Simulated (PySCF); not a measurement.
C4H7FSi, SMILES C[Si@H](F)C=C=C. Coordinates come from a PBE0-D3(BJ)/def2-SVP optimisation. The structure was generated by enumeration; whether it is a known compound was not checked. One conformer was computed; it need not be the lowest.

Computed equilibrium geometry at PBE0-D3(BJ)/def2-SVP (PySCF confirms it by a frequency run) as Cartesian coordinates in Å (one conformer of several):
```xyz
13

C      2.1509     1.5049    -1.1808
C      1.3045     0.5078    -1.1532
C      0.4305    -0.4666    -1.0880
Si    -0.9087    -0.4672     0.2068
C     -0.9027     1.1073     1.1924
F     -0.6430    -1.7254     1.2146
H      1.9531     2.3971    -1.7832
H      3.0853     1.4666    -0.6122
H      0.5044    -1.2913    -1.8105
H     -2.2291    -0.7357    -0.4319
H     -1.1713     1.9635     0.5545
H      0.0950     1.2988     1.6159
H     -1.6278     1.0511     2.0182
```
Charge 0, spin multiplicity 1.
